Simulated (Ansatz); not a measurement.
A nudged elastic band was laid between two geometries of CH$_{4}$SSe (7 atoms, charge 0, multiplicity 1).

Method: Ansatz 0.2.0, RKS PBE0-D4/def2-SVP.

* movable images: 5
* climbing image: yes
* spring: 5.0 eV/Å²
* optimiser: quadratic models (default)
* start path: IDPP
* force threshold: 0.05 eV/Å
* iteration limit: 60
* end points: relaxed

Image 0:

```xyz
7
Properties=species:S:1:pos:R:3
S -1.667 -0.206 -0.087
C -0.038 0.174 0.594
Se 1.466 -0.956 0.055
H -1.390 0.151 -1.359
H -0.128 0.024 1.679
H 0.226 1.226 0.429
H 1.531 -0.413 -1.311
```

Image 6:

```xyz
7
Properties=species:S:1:pos:R:3
S -1.306 -0.428 -0.688
C 0.009 0.198 0.393
Se 1.510 -1.040 0.428
H -2.082 0.681 -0.645
H -0.326 0.262 1.439
H 0.358 1.187 0.068
H 1.837 -0.859 -0.995
```

**Question.** Which bonds break or form, and what moves?

**Answer.** No bond is made or broken. The dihedral H4–S1–C2–H6 goes from 58 to -51°.

**Question.** What energy profile does the band end with?

**Answer.** The run converged. The highest image is number 3 of 0 to 6, 5.6 kJ/mol above the first end and 3.6 kJ/mol above the last; the last end lies 2.0 kJ/mol above the first. A vibrational analysis at the climbing image gives one clearly imaginary mode, 202i cm⁻¹: a first-order saddle point.

| image | path coordinate (Å) | energy (kJ/mol) | dihedral H4–S1–C2–H6 (°) |
| --- | --- | --- | --- |
| 0 | 0.00 | 0.0 | 58 |
| 1 | 0.33 | 1.3 | 41 |
| 2 | 0.66 | 4.1 | 22 |
| 3 | 0.99 | 5.6 | 0 |
| 4 | 1.27 | 4.7 | -18 |
| 5 | 1.55 | 2.9 | -35 |
| 6 | 1.82 | 2.0 | -51 |

**Question.** What is the geometry of the highest image?

**Answer.** 
```xyz
7
Properties=species:S:1:pos:R:3
S -1.485 -0.449 -0.373
C -0.020 0.180 0.502
Se 1.568 -0.947 0.364
H -1.694 0.649 -1.129
H -0.228 0.228 1.580
H 0.211 1.195 0.157
H 1.647 -0.856 -1.102
```

**Question.** What are the harmonic wavenumbers there?

**Answer.** 202i, 203, 237, 568, 674, 746, 860, 973, 1142, 1211, 1415, 2458, 2719, 3113, 3194 cm⁻¹.

Run time: 2.2 min on 1 thread of Arm Neoverse V1 (shared host), peak memory 0.17 GiB.
